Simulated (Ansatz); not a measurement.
W(NH)2Cl2 (WN₂Cl₂H₂), relaxed as a singlet with RKS PBE-D4/def2-SVP in Ansatz, starting from the GFN2-xTB geometry. Force threshold 0.02 eV/Å.

In the def2 sets W takes a core potential; there is no spin–orbit coupling.

Start:

Cartesian coordinates in Å:
```
W 0.061 -0.409 0.064
N -0.458 0.734 1.320
H -0.743 1.552 1.857
N 0.290 0.400 -1.499
H 0.353 1.062 -2.271
Cl -1.461 -1.990 -0.151
Cl 1.958 -1.349 0.680
```

```json
{"step": "1", "energy (eV)": "-29865.6349", "largest force component (eV/Å)": "2.473", "SCF passes": "31"}
{"step": "2", "energy (eV)": "-29865.8630", "largest force component (eV/Å)": "0.294", "SCF passes": "38"}
{"step": "3", "energy (eV)": "-29865.8897", "largest force component (eV/Å)": "0.286", "SCF passes": "33"}
{"step": "4", "energy (eV)": "-29865.9044", "largest force component (eV/Å)": "0.328", "SCF passes": "33"}
{"step": "5", "energy (eV)": "-29865.9120", "largest force component (eV/Å)": "0.197", "SCF passes": "31"}
{"step": "6", "energy (eV)": "-29865.9132", "largest force component (eV/Å)": "0.179", "SCF passes": "33"}
{"step": "7", "energy (eV)": "-29865.9136", "largest force component (eV/Å)": "0.007", "SCF passes": "33"}
```

Force components are those of the run's own axes.

End:

Cartesian coordinates in Å:
```
W 0.072 -0.482 0.076
N -0.441 0.670 1.298
H -0.700 1.601 1.643
N 0.290 0.343 -1.459
H 0.289 1.159 -2.079
Cl -1.641 -1.999 -0.198
Cl 2.131 -1.291 0.719
```

By distances, no bond broke or formed. The bond that changes most is W1–Cl7, from 2.21 to 2.30 Å (atoms count from 1).

No frequencies were taken in this run, so the end may be a saddle point.

It took 11 s on 4 threads of Arm Neoverse V2 on a shared host.
